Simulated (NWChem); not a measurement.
GaNH$_{3}$OCl; SMILES [Ga]([NH2])([OH])[Cl]

```xyz
7

Ga     0.0685    -0.3774    -0.0304
Cl    -0.1316     1.7615    -0.0047
O      1.6892    -1.0928     0.0547
H      2.3970    -0.4422     0.0971
N     -1.3845    -1.4202    -0.1148
H     -1.3380    -2.4288    -0.1743
H     -2.3238    -1.0572    -0.2037
```
Atoms are numbered in this order, from 1.

All runs: NWChem. Pople sets run with spherical d functions. Geometry: optimised at PBE0/def2-SVP. GIAO values for the isolated, static molecule; σ is the absolute isotropic shielding, δ = σ(reference) − σ with the isolated reference molecule computed at the same levels (1H: tetramethylsilane, 15N: ammonia, 17O: water).

For level Hartree-Fock/6-31G*:

```yaml
"σ Ga1 (ppm)": 1751.2
"σ Cl2 (ppm)": 1074.2
"δ O3 (ppm)": 15.8
"δ H4 (ppm)": 1.25
"δ N5 (ppm)": 4.5
"δ H6 (ppm)": 0.49
"δ H7 (ppm)": 0.40
```

Question: What are these values for level PBE0/pcSseg-1?

Answer: The σ Ga1 (ppm) is 1398.8 and the σ Cl2 (ppm) is 973.3. The δ O3 (ppm) is 52.6. The δ H4 (ppm) is 1.68. The δ N5 (ppm) is 23.0, the δ H6 (ppm) is 1.22 and the δ H7 (ppm) is 1.18.
